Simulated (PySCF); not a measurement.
**Iron: a sound run and one with changed settings**

Sound run: Fe [Ar] 3d6 4s2, Fe⁺ [Ar] 3d6 4s1. Computed with PySCF 2.14 in cc-pVTZ (7s6p4d2f1g, 68 functions), with no relativity, point nucleus. In the sound run the correlated levels freeze [Ar]. The sound run starts from symmetry-adapted Hartree-Fock orbitals and uses a fine grid where one is needed.

Changed run: the spin-free X2C one-electron Hamiltonian (Gaussian nucleus). This setting is unsound on purpose.

```json
{"species": "Fe", "method": "UHF", "sound run (hartree)": "-1262.45369", "changed run (hartree)": "-1269.80468", "converged": "yes"}
{"species": "Fe", "method": "BP86", "sound run (hartree)": "-1263.86041", "changed run (hartree)": "-1271.21012", "converged": "yes"}
{"species": "Fe", "method": "LDA", "sound run (hartree)": "-1261.20758", "changed run (hartree)": "-1268.55354", "converged": "yes"}
{"species": "Fe", "method": "MP2", "sound run (hartree)": "-1262.63409", "changed run (hartree)": "-1269.98710", "converged": "yes"}
{"species": "Fe⁺", "method": "UHF", "sound run (hartree)": "-1262.21985", "changed run (hartree)": "-1269.56857", "converged": "yes"}
{"species": "Fe⁺", "method": "BP86", "sound run (hartree)": "-1263.57024", "changed run (hartree)": "-1270.91648", "converged": "yes"}
{"species": "Fe⁺", "method": "LDA", "sound run (hartree)": "-1260.91237", "changed run (hartree)": "-1268.25466", "converged": "yes"}
{"species": "Fe⁺", "method": "MP2", "sound run (hartree)": "-1262.36380", "changed run (hartree)": "-1269.71386", "converged": "yes"}
```

Ionisation energy of Fe:

```json
{"method": "UHF", "sound run (eV)": "6.363", "changed run (eV)": "6.425"}
{"method": "BP86", "sound run (eV)": "7.896", "changed run (eV)": "7.990"}
{"method": "LDA", "sound run (eV)": "8.033", "changed run (eV)": "8.133"}
{"method": "MP2", "sound run (eV)": "7.355", "changed run (eV)": "7.435"}
{"method": "SCS-MP2", "sound run (eV)": "7.529", "changed run (eV)": "7.610"}
```

Most of the change in total energy is the relativistic energy itself. On top of that the contraction fixes the core shape for the Hamiltonian it was made with, so the changed run is not a good calculation with the other Hamiltonian either.

For comparison, NIST gives 7.902 eV between the lowest levels.
